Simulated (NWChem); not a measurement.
System: 2-butanone (C4H8O); SMILES CCC(C)=O

Here is an NWChem input.

```
start job
memory heap 200 mb stack 900 mb global 1100 mb
geometry units angstroms
  C      0.040798     1.862534     0.444135
  C     -0.082776     0.825718    -0.671709
  C     -0.165118    -0.579561    -0.103870
  C      1.140595    -1.307942     0.104974
  O     -1.227363    -1.076709     0.184135
  H      0.079221     2.880971     0.030384
  H      0.952707     1.713474     1.043702
  H     -0.822790     1.804315     1.123355
  H     -1.006901     1.000698    -1.242784
  H      0.772909     0.909257    -1.361687
  H      1.883559    -0.664531     0.601585
  H      1.563340    -1.582608    -0.875721
  H      0.973177    -2.219008     0.692943
end
basis spherical
  * library def2-svp
end
dft
  xc becke88 lyp
  iterations 150
end
driver
  maxiter 120
end
task dft optimize
task dft freq
```

The level has its own optimisation; frequencies are unscaled. Brackets give each atom's bonded neighbours.

**Question.** Give the results of this calculation. (BLYP/def2-SVP.) Quantities: r C–C [C(CCHH)–C(CHHH)] (Å); r C–C [C(CCHH)–C(CCO)] (Å); r C–H [C(CCHH)–H(C)] (Å); r C–C [C(CCO)–C(CHHH)] (Å); highest harmonic frequency (cm⁻¹); lowest (cm⁻¹); zero-point energy (kcal/mol); dipole (D).

**Answer.** 
```yaml
r C–C [C(CCHH)–C(CHHH)] (Å): 1.549
r C–C [C(CCHH)–C(CCO)] (Å): 1.539
r C–H [C(CCHH)–H(C)] (Å): 1.109
r C–C [C(CCO)–C(CHHH)] (Å): 1.531
highest harmonic frequency (cm⁻¹): 3075
lowest (cm⁻¹): 31
zero-point energy (kcal/mol): 68.2
dipole (D): 2.60
```
